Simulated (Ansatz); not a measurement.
Input file for `CO[CH2][AlH][CH3]`:

```yaml
crystal:
  periodic: [false, false, false]
  atoms:
    - {symbol: C, position_ang: [-1.843234, 0.228115, -0.531931]}
    - {symbol: O, position_ang: [-0.949820, -0.571764, -1.241171]}
    - {symbol: C, position_ang: [-0.221434, -1.439541, -0.382796]}
    - {symbol: Al, position_ang: [1.180594, -0.534742, 0.698188]}
    - {symbol: C, position_ang: [1.615490, 1.347663, 0.425466]}
    - {symbol: H, position_ang: [-2.341005, 0.890325, -1.241575]}
    - {symbol: H, position_ang: [-1.329033, 0.847998, 0.222783]}
    - {symbol: H, position_ang: [-2.603475, -0.373829, -0.011862]}
    - {symbol: H, position_ang: [0.281210, -2.164957, -1.037246]}
    - {symbol: H, position_ang: [-0.912898, -2.044767, 0.227846]}
    - {symbol: H, position_ang: [1.992143, -1.419710, 1.748632]}
    - {symbol: H, position_ang: [2.696357, 1.503489, 0.353335]}
    - {symbol: H, position_ang: [1.148615, 1.752176, -0.475875]}
    - {symbol: H, position_ang: [1.273492, 1.950443, 1.274808]}
basis:
  gaussian: {orbitals: def2-SVP}
correlation: {method: ccsd_t}
```

```sh
$ ansatz run in.yaml --threads 4 --pin off --events-out ev --progress --plain
```

Output of Ansatz, abridged:

```
Functional definition: HF
1195 factors; integrals over basis functions are off by at most 1.2e-3 eV
mean field evaluation 1: about -11843.8788 eV, gradient 3.3e1 eV
mean field evaluation 2: about -11843.8849 eV, gradient 3.3e1 eV
mean field evaluation 4: about -11846.9054 eV, gradient 4.1e0 eV
mean field evaluation 8: about -11846.9510 eV, gradient 1.5e-4 eV
mean field -11846.95101025 eV, -435.3674194750 hartree, gradient 2.2e-6 eV, S^2 0.000000; 0 other end points of the search recorded, 0 dependent functions left out
9 core orbitals not correlated: weight in the atoms' cores, before any rotation towards them, 1.000 or more for the frozen orbitals, at most 0.000 for the correlated occupied ones
reference -11846.95101025 eV, -435.3674194750 hartree; 15, 15 occupied and 95, 95 virtual orbitals, 1195 factors
second order -18.52506460 eV of doubles, -0.00000000 eV of singles
cycle   1  -19.59254968 eV  change    -1.1e0 eV  update   9.5e-2
cycle   2  -20.11937407 eV  change   -5.3e-1 eV  update   2.8e-2
cycle   3  -20.22382487 eV  change   -1.0e-1 eV  update   1.4e-2
cycle   4  -20.22301490 eV  change    8.1e-4 eV  update   3.3e-3
cycle   5  -20.22262987 eV  change    3.9e-4 eV  update   1.5e-3
cycle   6  -20.22270626 eV  change   -7.6e-5 eV  update   5.6e-4
cycle   7  -20.22247651 eV  change    2.3e-4 eV  update   2.9e-4
cycle   8  -20.22242409 eV  change    5.2e-5 eV  update   1.2e-4
cycle   9  -20.22245584 eV  change   -3.2e-5 eV  update   5.2e-5
cycle  10  -20.22244808 eV  change    7.8e-6 eV  update   2.0e-5
perturbative correction -0.54208230 eV, -0.0199211571 hartree
Total energy: -11867.71554063 eV, -436.1305018918 hartree
```

It took 13 s on 4 threads of a server CPU on a shared host, with 0.66 GiB of host memory at the peak.

MP2 recovers 89.2 % of the CCSD(T) correlation energy and the triples give 2.6 %; T1 = 0.0104.
